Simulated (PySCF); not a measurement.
# Electron correlation in Si⁺ (silicon, charge +1)

[Ne] 3s1 3p2, high-spin 4P determinant (an excited configuration). All numbers are calculated (PySCF 2.14, the spin-free X2C one-electron Hamiltonian (Gaussian nucleus), in aug-cc-pCVTZ-DK with one added diffuse shell each of s, p, d, f type (9s8p6d4f, 91 functions)). Frozen: [Ne]; 3 electrons correlated.

```tsv
level	correlation energy (mhartree)
CCSD	-15.29
(T)	-0.11
CCSD(T)	-15.40
```

Diagnostics: T1 = 0.0028, D1 = 0.0065, largest double amplitude 0.029.

Cost of the coupled-cluster step: roughly 5 core-seconds, for 3 correlated electrons.

Iterations:

```
CC2 = 0
CCSD nocc = (np.int64(3), np.int64(0)), nmo = (86, 86)
frozen orbitals [[0, 1, 2, 3, 4], [0, 1, 2, 3, 4]]
max_cycle = 100
direct = 0
conv_tol = 1e-08
conv_tol_normt = 1e-06
diis_space = 8
diis_start_cycle = 0
Init t2, MP2 energy = -0.0100690455099667
Init E_corr(UCCSD) = -0.0100690455207575
cycle = 1  E_corr(UCCSD) = -0.0133284557956453  dE = -0.00325941027  norm(t1,t2) = 0.0276479
cycle = 2  E_corr(UCCSD) = -0.0145113150380021  dE = -0.00118285924  norm(t1,t2) = 0.0112141
cycle = 3  E_corr(UCCSD) = -0.0152965325459516  dE = -0.000785217508  norm(t1,t2) = 0.00476751
cycle = 4  E_corr(UCCSD) = -0.0152879030910505  dE = 8.6294549e-06  norm(t1,t2) = 0.000411649
cycle = 5  E_corr(UCCSD) = -0.0152894840622021  dE = -1.58097115e-06  norm(t1,t2) = 5.46318e-05
cycle = 6  E_corr(UCCSD) = -0.0152890637378095  dE = 4.20324393e-07  norm(t1,t2) = 7.85445e-06
cycle = 7  E_corr(UCCSD) = -0.0152892686370453  dE = -2.04899236e-07  norm(t1,t2) = 1.19428e-06
cycle = 8  E_corr(UCCSD) = -0.0152892111106002  dE = 5.75264451e-08  norm(t1,t2) = 2.87072e-07
cycle = 9  E_corr(UCCSD) = -0.0152892167658435  dE = -5.65524334e-09  norm(t1,t2) = 6.39504e-08
UCCSD converged
E(UCCSD) = -289.0493700516628  E_corr = -0.01528921676584353
UCCSD(T) correction = -0.000106862595703473
```
